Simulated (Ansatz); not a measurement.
Isolated molecules relaxed with PBE0-D4/def2-TZVP in Ansatz; ΔE leaves out vibrations. CCSD(T)/CBS adds triple-zeta CCSD(T) − MP2 to the extrapolated MP2 energy (def2 sets, frozen cores). This one scheme is used for every species, atoms too. Open shells (•) are unrestricted, without spin–orbit coupling. Spin–orbit coupling would lower the free atoms: a little for B, C, F, O. Each species was taken in one conformer, which may not be the lowest.

Consider the atomization: `CNBOCF` → B• + 2 C• + F• + 7 H• + N• + O•.

`CNBOCF`:

```xyz
13

C     1.041   -0.574    1.759
N     0.302   -0.304    0.549
B    -0.299    0.912    0.233
O    -0.968    1.140   -0.958
C    -0.899    0.259   -2.002
F    -1.494   -0.949   -1.679
H     0.560   -1.351    2.362
H     1.093    0.335    2.358
H     2.065   -0.896    1.545
H     0.160   -1.107   -0.044
H    -0.250    1.831    0.997
H     0.139    0.030   -2.274
H    -1.451    0.674   -2.847
```

```tsv
species	CCSD(T)/CBS(def2) energy (Eh)
`CNBOCF`	-334.85353
B•	-24.60433
C•	-37.79194
F•	-99.66871
H•	-0.50000
N•	-54.53257
O•	-75.00631
```

**Question.** Work out ΔE.

**Answer.** ΔE = 7 × (-0.50000) + 2 × (-37.79194) + (-24.60433) + (-99.66871) + (-54.53257) + (-75.00631) − (-334.85353) = 1.95773 Eh = +5140.0 kJ/mol.

Largest T1 diagnostic among the species: 0.014.

In def2-TZVPP, CCSD(T) changes the Hartree–Fock value by +1278.7 kJ/mol (the triples alone add +75.9 kJ/mol) and MP2 by +1382.8 kJ/mol; breaking electron pairs costs correlation energy, which Hartree–Fock lacks. From PBE to PBE0 (25 % exact exchange), in def2-TZVPP and without D4, ΔE moves by −111.6 kJ/mol: exact exchange takes away binding that semilocal exchange gives to molecules.

For atomizations the MP2-based limit and the directly extrapolated one differ by several kJ/mol either way, and by 10 to 25 for some Ge, Se and Sn compounds, so smaller differences from it don't rank the levels.
